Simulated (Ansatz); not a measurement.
Ansatz (a first-principles code) input (HF/6-31G*):

Ansatz 0.2 input:
```yaml
crystal:
  periodic: [false, false, false]
  atoms:
    - {symbol: Mg, position_ang: [-0.00000000, -0.00000000, -0.13450758]}
    - {symbol: H, position_ang: [0.00000000, 0.00000000, 1.61409090]}
basis:
  gaussian:
    orbitals: 6-31G*
hamiltonian:
  xc: {name: HF}
magnetization: {spin_polarized: true, initial_magnetization: 1}
phonons: {temperatures: {t_min: 298.15, t_max: 298.15, t_step: 100}}
```

Output:

```
Functional definition: HF
integrals: 0.00 GiB planned
197 factors; integrals over basis functions are off by at most 2.5e-4 eV
mean field: 0.04 GiB planned
mean field evaluation 1: about -5445.4061 eV, gradient 4.1e0 eV
mean field evaluation 2: about -5445.4231 eV, gradient 4.1e0 eV
mean field evaluation 4: about -5445.9401 eV, gradient 7.6e-1 eV
mean field evaluation 8: about -5445.9755 eV, gradient 2.6e-2 eV
mean field -5445.97555209 eV, -200.1359101245 hartree, gradient 7.5e-5 eV, S^2 0.760694; 0 other end points of the search recorded, 0 dependent functions left out
the calculation of the forces begins
reference -5445.97555209 eV, -200.1359101245 hartree; 7, 6 occupied and 14, 15 virtual orbitals, 197 factors
these checks for a lower state are left out or cut short: stability, starts, cluster_reference, orbital_swaps, neighbouring_geometries, increment
integrals: 0.00 GiB planned
197 factors; integrals over basis functions are off by at most 2.5e-4 eV
mean field: 0.04 GiB planned
mean field evaluation 16: about -5445.9756 eV, gradient 5.4e-4 eV
mean field -5445.97555209 eV, -200.1359101245 hartree, gradient 2.1e-6 eV, S^2 0.760693; 0 other end points of the search recorded, 0 dependent functions left out
the calculation of the forces begins
reference -5445.97555209 eV, -200.1359101245 hartree; 7, 6 occupied and 14, 15 virtual orbitals, 197 factors
these checks for a lower state are left out or cut short: stability, starts, cluster_reference, orbital_swaps, neighbouring_geometries, increment
integrals: 0.00 GiB planned
197 factors; integrals over basis functions are off by at most 2.5e-4 eV
mean field: 0.04 GiB planned
mean field -5445.97555209 eV, -200.1359101245 hartree, gradient 2.1e-6 eV, S^2 0.760693; 0 other end points of the search recorded, 0 dependent functions left out
the calculation of the forces begins
reference -5445.97555209 eV, -200.1359101245 hartree; 7, 6 occupied and 14, 15 virtual orbitals, 197 factors
these checks for a lower state are left out or cut short: stability, starts, cluster_reference, orbital_swaps, neighbouring_geometries, increment
integrals: 0.00 GiB planned
197 factors; integrals over basis functions are off by at most 2.5e-4 eV
mean field: 0.04 GiB planned
mean field evaluation 32: about -5445.9756 eV, gradient 5.4e-4 eV
mean field -5445.97555209 eV, -200.1359101245 hartree, gradient 2.1e-6 eV, S^2 0.760693; 0 other end points of the search recorded, 0 dependent functions left out
the calculation of the forces begins
reference -5445.97555209 eV, -200.1359101245 hartree; 7, 6 occupied and 14, 15 virtual orbitals, 197 factors
these checks for a lower state are left out or cut short: stability, starts, cluster_reference, orbital_swaps, neighbouring_geometries, increment
integrals: 0.00 GiB planned
197 factors; integrals over basis functions are off by at most 2.5e-4 eV
mean field: 0.04 GiB planned
mean field -5445.97555209 eV, -200.1359101245 hartree, gradient 2.1e-6 eV, S^2 0.760693; 0 other end points of the search recorded, 0 dependent functions left out
the calculation of the forces begins
reference -5445.97555209 eV, -200.1359101245 hartree; 7, 6 occupied and 14, 15 virtual orbitals, 197 factors
these checks for a lower state are left out or cut short: stability, starts, cluster_reference, orbital_swaps, neighbouring_geometries, increment
integrals: 0.00 GiB planned
197 factors; integrals over basis functions are off by at most 2.5e-4 eV
mean field: 0.04 GiB planned
mean field -5445.97552587 eV, -200.1359091608 hartree, gradient 2.1e-6 eV, S^2 0.760597; 0 other end points of the search recorded, 0 dependent functions left out
the calculation of the forces begins
reference -5445.97552587 eV, -200.1359091608 hartree; 7, 6 occupied and 14, 15 virtual orbitals, 197 factors
these checks for a lower state are left out or cut short: stability, starts, cluster_reference, orbital_swaps, neighbouring_geometries, increment
integrals: 0.00 GiB planned
197 factors; integrals over basis functions are off by at most 2.5e-4 eV
mean field: 0.04 GiB planned
mean field -5445.97552615 eV, -200.1359091714 hartree, gradient 2.1e-6 eV, S^2 0.760791; 0 other end points of the search recorded, 0 dependent functions left out
the calculation of the forces begins
reference -5445.97552615 eV, -200.1359091714 hartree; 7, 6 occupied and 14, 15 virtual orbitals, 197 factors
these checks for a lower state are left out or cut short: stability, starts, cluster_reference, orbital_swaps, neighbouring_geometries, increment
integrals: 0.00 GiB planned
197 factors; integrals over basis functions are off by at most 2.5e-4 eV
mean field: 0.04 GiB planned
mean field evaluation 64: about -5445.9756 eV, gradient 5.4e-4 eV
mean field -5445.97555209 eV, -200.1359101245 hartree, gradient 2.1e-6 eV, S^2 0.760693; 0 other end points of the search recorded, 0 dependent functions left out
the calculation of the forces begins
reference -5445.97555209 eV, -200.1359101245 hartree; 7, 6 occupied and 14, 15 virtual orbitals, 197 factors
these checks for a lower state are left out or cut short: stability, starts, cluster_reference, orbital_swaps, neighbouring_geometries, increment
integrals: 0.00 GiB planned
197 factors; integrals over basis functions are off by at most 2.5e-4 eV
mean field: 0.04 GiB planned
mean field -5445.97555209 eV, -200.1359101245 hartree, gradient 2.1e-6 eV, S^2 0.760693; 0 other end points of the search recorded, 0 dependent functions left out
the calculation of the forces begins
reference -5445.97555209 eV, -200.1359101245 hartree; 7, 6 occupied and 14, 15 virtual orbitals, 197 factors
these checks for a lower state are left out or cut short: stability, starts, cluster_reference, orbital_swaps, neighbouring_geometries, increment
integrals: 0.00 GiB planned
197 factors; integrals over basis functions are off by at most 2.5e-4 eV
mean field: 0.04 GiB planned
mean field -5445.97555209 eV, -200.1359101245 hartree, gradient 2.1e-6 eV, S^2 0.760693; 0 other end points of the search recorded, 0 dependent functions left out
the calculation of the forces begins
reference -5445.97555209 eV, -200.1359101245 hartree; 7, 6 occupied and 14, 15 virtual orbitals, 197 factors
these checks for a lower state are left out or cut short: stability, starts, cluster_reference, orbital_swaps, neighbouring_geometries, increment
integrals: 0.00 GiB planned
197 factors; integrals over basis functions are off by at most 2.5e-4 eV
mean field: 0.04 GiB planned
mean field -5445.97555209 eV, -200.1359101245 hartree, gradient 2.1e-6 eV, S^2 0.760693; 0 other end points of the search recorded, 0 dependent functions left out
the calculation of the forces begins
reference -5445.97555209 eV, -200.1359101245 hartree; 7, 6 occupied and 14, 15 virtual orbitals, 197 factors
these checks for a lower state are left out or cut short: stability, starts, cluster_reference, orbital_swaps, neighbouring_geometries, increment
integrals: 0.00 GiB planned
197 factors; integrals over basis functions are off by at most 2.5e-4 eV
mean field: 0.04 GiB planned
mean field evaluation 96: about -5445.9755 eV, gradient 5.4e-4 eV
mean field -5445.97552615 eV, -200.1359091714 hartree, gradient 2.1e-6 eV, S^2 0.760791; 0 other end points of the search recorded, 0 dependent functions left out
the calculation of the forces begins
reference -5445.97552615 eV, -200.1359091714 hartree; 7, 6 occupied and 14, 15 virtual orbitals, 197 factors
these checks for a lower state are left out or cut short: stability, starts, cluster_reference, orbital_swaps, neighbouring_geometries, increment
integrals: 0.00 GiB planned
197 factors; integrals over basis functions are off by at most 2.5e-4 eV
mean field: 0.04 GiB planned
mean field -5445.97552587 eV, -200.1359091608 hartree, gradient 2.1e-6 eV, S^2 0.760597; 0 other end points of the search recorded, 0 dependent functions left out
the calculation of the forces begins
reference -5445.97552587 eV, -200.1359091608 hartree; 7, 6 occupied and 14, 15 virtual orbitals, 197 factors
Total energy: -5445.97555209 eV, -200.1359101245 hartree
Atom 0 at    -0.000000    -0.000000    -0.134508 Å, force    -0.000000     0.000000    -0.000027 eV/Å
Atom 1 at     0.000000     0.000000     1.614091 Å, force    -0.000000    -0.000000     0.000027 eV/Å
Dipole moment:     0.000000     0.000000    -0.293770 e Å
Vibrations: 1531.29 cm⁻¹, zero-point energy 0.094928 eV
```

The blocks after the first are displaced geometries, from whose forces the wavenumbers follow.
